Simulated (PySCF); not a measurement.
Bi(Cl)2(OH), HBiCl2O, SMILES [OH][Bi]([Cl])[Cl], PBE0/def2-SVP optimised geometry.

```
5

Bi    -1.09    -1.25     0.00
Cl    -1.41    -1.66    -2.41
Cl     1.38    -1.25     0.00
O     -1.38     0.79     0.00
H     -0.87     1.25    -0.68
```

Density from PBE0/def2-TZVP, def2 effective core potentials past Kr (PySCF 2.14.0) at that geometry. The core electrons that the potentials of Bi replace are not part of the density.

Minimum of the electron density along straight lines between bonded atoms, close to the bond critical point (lines longer than 1.1 times the sum of covalent radii, or with two minima, are not listed):

| bond | length / Å | ρ at the minimum / e bohr⁻³ | ∇²ρ there / e bohr⁻⁵ | position (fraction from the first atom) |
|---|---|---|---|---|
| Bi1–Cl2 | 2.469 | 0.080 | 0.13 | 0.49 |
| Bi1–Cl3 | 2.469 | 0.080 | 0.13 | 0.49 |
| Bi1–O4 | 2.068 | 0.117 | 0.37 | 0.53 |
| O4–H5 | 0.967 | 0.351 | -2.36 | 0.81 |
